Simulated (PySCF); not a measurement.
UHF on Ti (titanium, neutral)

Configuration: [Ar] 3d2 4s2, high-spin 3F determinant. Computed with PySCF 2.14 in aug-cc-pVTZ with one added diffuse shell each of s, p, d, f, g type (9s8p6d4f3g, 118 functions), with the non-relativistic Hamiltonian (point nucleus).

| Item | Value |
| --- | --- |
| Total energy | -848.412959 hartree |
| One-electron energy | -1162.8439 hartree |
| Hartree (Coulomb) energy | 355.5102 hartree |
| Exchange energy | -41.0793 hartree |
| Kinetic energy | 848.45205 hartree |
| ⟨S²⟩ | 2.0082 |
| ⟨L²⟩ | 12.038 |
| Sum of ⟨r⟩ | 21.60 bohr |
| Sum of ⟨r²⟩ | 50.24 bohr² |
| Density at the nucleus (Gaussians lack the cusp) | 7080 bohr⁻³ |
| Spin density at the nucleus | 0.226 bohr⁻³ |
| Langevin diamagnetic susceptibility | -39.8 ×10⁻⁶ cm³/mol |

```json
{"shell": "1s α", "electrons": "1", "mean orbital energy (eV)": "-4987.1", "rms radius, mean of both spins (bohr)": "0.0812"}
{"shell": "1s β", "electrons": "1", "mean orbital energy (eV)": "-4987.0", "rms radius, mean of both spins (bohr)": "0.0812"}
{"shell": "2s α", "electrons": "1", "mean orbital energy (eV)": "-583.37", "rms radius, mean of both spins (bohr)": "0.353"}
{"shell": "2s β", "electrons": "1", "mean orbital energy (eV)": "-582.46", "rms radius, mean of both spins (bohr)": "0.353"}
{"shell": "2p α", "electrons": "3", "mean orbital energy (eV)": "-484.55", "rms radius, mean of both spins (bohr)": "0.321"}
{"shell": "2p β", "electrons": "3", "mean orbital energy (eV)": "-483.64", "rms radius, mean of both spins (bohr)": "0.321"}
{"shell": "3s α", "electrons": "1", "mean orbital energy (eV)": "-79.911", "rms radius, mean of both spins (bohr)": "1.09"}
{"shell": "3s β", "electrons": "1", "mean orbital energy (eV)": "-76.431", "rms radius, mean of both spins (bohr)": "1.09"}
{"shell": "3p α", "electrons": "3", "mean orbital energy (eV)": "-51.009", "rms radius, mean of both spins (bohr)": "1.19"}
{"shell": "3p β", "electrons": "3", "mean orbital energy (eV)": "-46.704", "rms radius, mean of both spins (bohr)": "1.19"}
{"shell": "3d α", "electrons": "2", "mean orbital energy (eV)": "-12.197", "rms radius, mean of both spins (bohr)": "1.65"}
{"shell": "4s α", "electrons": "1", "mean orbital energy (eV)": "-6.317", "rms radius, mean of both spins (bohr)": "4.07"}
{"shell": "4s β", "electrons": "1", "mean orbital energy (eV)": "-5.716", "rms radius, mean of both spins (bohr)": "4.07"}
```

Spin-orbit constants ζ (cm⁻¹) from the X2C one-electron operator on these orbitals (non-relativistic here): bare nucleus, nucleus screened by l(l+1)(2l+1)/3 electrons, and screened by the Breit-Pauli mean field of the electrons.

```csv
shell,bare,screened nucleus,mean field
2p,32360,29420,n/a
3p,3477,3161,n/a
3d,258.9,141.2,n/a
```

To first order the Landé constant is A = 70.60 cm⁻¹, so the lowest level has J = 2 and lies 0.0350 eV below the centre of the term. This holds in LS coupling only.
